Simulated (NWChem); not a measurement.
System: C₄H₅Si, doublet; SMILES C1[SiH2][C]=CC=1

Input file for NWChem:

```
start job
memory heap 200 mb stack 900 mb global 1100 mb
geometry units angstroms noautosym nocenter noautoz
  C     -1.380073    -0.112085     0.000000
  C     -0.817895    -1.333362     0.000000
  C      0.679973    -1.313301     0.000000
  C      1.298604    -0.097817     0.000000
  Si    -0.055947     1.223501     0.000000
  H     -1.359956    -2.296355     0.000000
  H      1.227745    -2.273091     0.000000
  H      2.393670     0.004912     0.000000
  H     -0.083635     2.091818     1.225919
  H     -0.083635     2.091818    -1.225919
end
basis spherical
  * library def2-tzvp
end
dft
  odft
  mult 2
  xc xpbe96 cpbe96
  iterations 150
  semidirect filesize 400000000
end
property
  hyperfine
end
task dft property
```

NWChem printed, in part:

```
             Northwest Computational Chemistry Package (NWChem) 7.3.0
             --------------------------------------------------------

                             Geometry "geometry" -> ""
                             -------------------------

 Output coordinates in angstroms (scale by  1.889725989 to convert to a.u.)

  No.       Tag          Charge          X              Y              Z
 ---- ---------------- ---------- -------------- -------------- --------------
    1 C                    6.0000    -1.38007300    -0.11208500     0.00000000
    2 C                    6.0000    -0.81789500    -1.33336200     0.00000000
    3 C                    6.0000     0.67997300    -1.31330100     0.00000000
    4 C                    6.0000     1.29860400    -0.09781700     0.00000000
    5 Si                  14.0000    -0.05594700     1.22350100     0.00000000
    6 H                    1.0000    -1.35995600    -2.29635500     0.00000000
    7 H                    1.0000     1.22774500    -2.27309100     0.00000000
    8 H                    1.0000     2.39367000     0.00491200     0.00000000
    9 H                    1.0000    -0.08363500     2.09181800     1.22591900
   10 H                    1.0000    -0.08363500     2.09181800    -1.22591900

 Effective nuclear repulsion energy (a.u.)     189.6979298806

  pbe96 is a nonlocal functional; adding pw91lda local functional.
                              NWChem Property Module
                              ----------------------

  itol2e modified to match energy
  convergence criterion.

                                 NWChem DFT Module
                                 -----------------

 Summary of "ao basis" -> "ao basis" (spherical)
 ------------------------------------------------------------------------------
       Tag                 Description            Shells   Functions and Types
 ---------------- ------------------------------  ------  ---------------------
 C                         def2-tzvp                11       31   5s3p2d1f
 Si                        def2-tzvp                13       37   5s5p2d1f
 H                         def2-tzvp                 4        6   3s1p

  itol2e modified to match energy
  convergence criterion.

[...]

          ----------------------
          Hyperfine Interactions
          ----------------------

 Total Spin Density (Fermi Contact Term)
 ------------------ --------------------
     Atom            x         y         z       Density (a.u.)      Aiso(MHz)     Aiso(Gauss)
     1  13-C     -2.60796  -0.21181   0.00000       0.313050        351.928359     125.576578
     2  13-C     -1.54560  -2.51969   0.00000      -0.004163         -4.679467      -1.669747
     3  13-C      1.28496  -2.48178   0.00000       0.076367         85.851647      30.633951
     4  13-C      2.45401  -0.18485   0.00000       0.018507         20.805882       7.424044
     5  29-Si    -0.10572   2.31208   0.00000       0.090162        -80.129138     -28.592021
     6   1-H     -2.56994  -4.33948   0.00000       0.015698         70.167735      25.037550
     7   1-H      2.32010  -4.29552   0.00000       0.002723         12.171745       4.343174
     8   1-H      4.52338   0.00928   0.00000       0.001773          7.926135       2.828237
     9   1-H     -0.15805   3.95296   2.31665      -0.000674         -3.012765      -1.075028
    10   1-H     -0.15805   3.95296  -2.31665      -0.000674         -3.012765      -1.075028

           -------------------------------------------
           Anisotropic Interaction (Spin-Dipolar Term)
           -------------------------------------------

 ------------------------------------------------------------
     Atom            x         y         z
 ------------------------------------------------------------
     1  13-C     -2.60796  -0.21181   0.00000

   Spin-Dipolar term (a.u.)
        xx             yy             zz             xy             xz             yz
 ------------------------------------------------------------------------------------------
       0.912817      -0.536383      -0.376433      -0.044262      -0.000000      -0.000000

   Principal Comp. of -hf- tensor (au)            Anisotropic -hfcc- (MHz)               Anisotropic -hfcc- (Gauss)
 --------------------------------------------------------------------------------------------------------------------------
      0.914167    -0.537734    -0.376433     122.672502   -72.158746   -50.513756      43.772525   -25.747991   -18.024534

   Orientation of the principal axis of Hyperfine Tensor w.r.t absolute (molecular) frame
 --------------------------------------------------------------------------------------------------------------------------
      0.999535     0.030500     0.000000
     -0.030500     0.999535    -0.000000
     -0.000000     0.000000     1.000000

 ------------------------------------------------------------
     Atom            x         y         z
 ------------------------------------------------------------
     2  13-C     -1.54560  -2.51969   0.00000

   Spin-Dipolar term (a.u.)
        xx             yy             zz             xy             xz             yz
 ------------------------------------------------------------------------------------------
       0.055250       0.083229      -0.138479      -0.040543      -0.000000      -0.000000

   Principal Comp. of -hf- tensor (au)            Anisotropic -hfcc- (MHz)               Anisotropic -hfcc- (Gauss)
 --------------------------------------------------------------------------------------------------------------------------
      0.026351     0.112128    -0.138479       3.536045    15.046517   -18.582562       1.261747     5.368962    -6.630709

[...]
```

Level: PBE/def2-TZVP, spin-unrestricted, contact and dipolar terms. In the optimisation the excess spin sits in a' (Cs, its own frame). All runs use the structure optimised with PBE-D3(BJ)/def2-SVP, spin-unrestricted. Not confirmed as a minimum by frequencies. No stability test was run on the SCF state.
